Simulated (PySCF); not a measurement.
One of the candidates below gave these computed data.

All candidates are C4H8O2Si.

| technique | computed result |
| --- | --- |
| 13C NMR | chemical shifts (computed TMS as zero) by class: 204.4 (1 C), 152.7 (1 C), 103.8 (1 C), 39.2 (1 C) ppm [GIAO PBE0/pcSseg-1] |
| 1H NMR | chemical shifts (computed TMS as zero) by class: 10.03 (1 H), 6.53 (1 H), 5.12 (1 H), 5.11 (2 H), 4.68 (1 H), 2.48 (2 H) ppm [GIAO PBE0/pcSseg-1] |
| Triplet | lowest triplet excitation (Tamm–Dancoff): 3.87 eV [TDA wB97X-D/def2-SVPD] |
| Rotational structure | rotational constants A, B, C: 2.848, 1.730, 1.161 GHz [GFN2-xTB] |
| Dipole | 2.48 D [wB97X-D/def2-SVPD] |
| UV, strongest line | among the 8 lowest singlet transitions: S4 at 7.07 eV (175 nm, f = 0.110) [TDDFT wB97X-D/def2-SVPD] |
| NMR, other nuclei | isotropic shieldings of nuclei other than C and H, by class: -336 (1 O), 229 (1 O), 382 (1 Si) ppm [GIAO PBE0/pcSseg-1] |
| UV, first state | lowest singlet excitation: 4.40 eV (282 nm, f = 0.001) [TDDFT wB97X-D/def2-SVPD] |

Electronic properties: PySCF, gas phase, density fitting. Levels stand in brackets. Geometry: GFN2-xTB, one conformer, isolated molecule. NMR classes are plain means over equivalent atoms (diastereotopic ones count apart unless rotation or inversion swaps them), as if these changed places fast.

Question: Which candidate is it?
A. `C=CO[Si@H](C)C=O`
B. `CO[SiH2]CC=C=O`
C. `C[C@@H]1OCC(=O)[SiH2]1`
D. `C=CO[SiH2]CC=O`
E. `CO[C@@H]1C=C[SiH2]O1`

Answer: D. It is `C=CO[SiH2]CC=O`. Numbering: `[CH2:1]=[CH:2][O:3][SiH2:4][CH2:5][CH:6]=[O:7]`. Its formula, C4H8O2Si, gives 2 degrees of unsaturation: 0 rings and 2 π bonds in the structure found. 4 carbons fall into 4 classes; from least to most shielded: aldehyde carbon [C6] (204.4 ppm), vinylic carbon bearing oxygen [C2] (152.7 ppm), terminal =CH2 carbon [C1] (103.8 ppm), sp3 carbon bound to silicon [C5] (39.2 ppm). Hydrogen classes from least to most shielded: 1 H on an aldehyde carbon, C6 (10.03 ppm), 1 H on a vinylic carbon bearing oxygen, C2 (6.53 ppm), 1 H on a terminal =CH2 carbon, C1 (5.12 ppm), 2 H on an oxygen-bound silicon, Si4 (5.11 ppm), 1 H on a terminal =CH2 carbon, C1 (4.68 ppm), 2 H on an sp3 carbon bound to silicon, C5 (2.48 ppm). The other shieldings belong to: -336 ppm, aldehyde oxygen [O7]; 229 ppm, silyl ether oxygen [O3]; 382 ppm, oxygen-bound silicon [Si4]. The optimised geometry has point group C1 and is an asymmetric top.

The others, at the same levels:
- `CO[C@@H]1C=C[SiH2]O1` fails: its computed 13C shifts are 159.7 (1 C), 133.7 (1 C), 112.0 (1 C), 57.9 (1 C) ppm, 1H shifts are 7.13 (1 H), 6.25 (1 H), 5.81 (1 H), 5.46 (1 H), 5.33 (1 H), 3.73 (3 H) ppm and lowest singlet excitation is 6.82 eV (182 nm, f = 0.044) (against 4.40 eV).
- `C=CO[Si@H](C)C=O` fails: its computed 13C shifts are 250.8 (1 C), 156.6 (1 C), 95.9 (1 C), -3.7 (1 C) ppm, 1H shifts are 12.42 (1 H), 6.91 (1 H), 4.75 (1 H), 4.50 (1 H), 4.44 (1 H), 0.33 (3 H) ppm and rotational constant A is 2.679 GHz (against 2.848 GHz).
- `C[C@@H]1OCC(=O)[SiH2]1` fails: its computed 13C shifts are 257.1 (1 C), 85.6 (1 C), 73.7 (1 C), 21.5 (1 C) ppm, 1H shifts are 4.20 (1 H), 4.08 (1 H), 3.80 (1 H), 3.74 (1 H), 3.72 (1 H), 1.73 (3 H) ppm and rotational constant A is 4.059 GHz (against 2.848 GHz).
- `CO[SiH2]CC=C=O` fails: its computed 13C shifts are 205.5 (1 C), 54.6 (1 C), 13.1 (1 C), 7.8 (1 C) ppm, 1H shifts are 4.88 (2 H), 3.86 (3 H), 3.02 (1 H), 1.29 (2 H) ppm and rotational constant A is 5.196 GHz (against 2.848 GHz).

Each candidate is one conformer, not necessarily the lowest. Dipoles, sizes and rotational constants follow the conformer. The torsions of the flexible species, by atom-mapped SMILES:
- `[CH2:1]=[CH:2][O:3][SiH2:4][CH2:5][CH:6]=[O:7]`: C1–C2–O3–Si4 7°, C2–O3–Si4–C5 -57°, O3–Si4–C5–C6 101°, Si4–C5–C6–O7 -89°
- `[CH3:1][O:2][C@@H:3]1[CH:4]=[CH:5][SiH2:6][O:7]1`: C1–O2–C3–C4 -176°
- `[CH2:1]=[CH:2][O:3][Si@H:4]([CH3:5])[CH:6]=[O:7]`: C1–C2–O3–Si4 2°, C2–O3–Si4–C5 175°, O3–Si4–C6–O7 -158°
- `[CH3:1][O:2][SiH2:3][CH2:4][CH:5]=[C:6]=[O:7]`: C1–O2–Si3–C4 179°, O2–Si3–C4–C5 -58°, Si3–C4–C5–C6 -112°

The conformers of `C[C@@H]1OCC(=O)[SiH2]1` aren't listed.
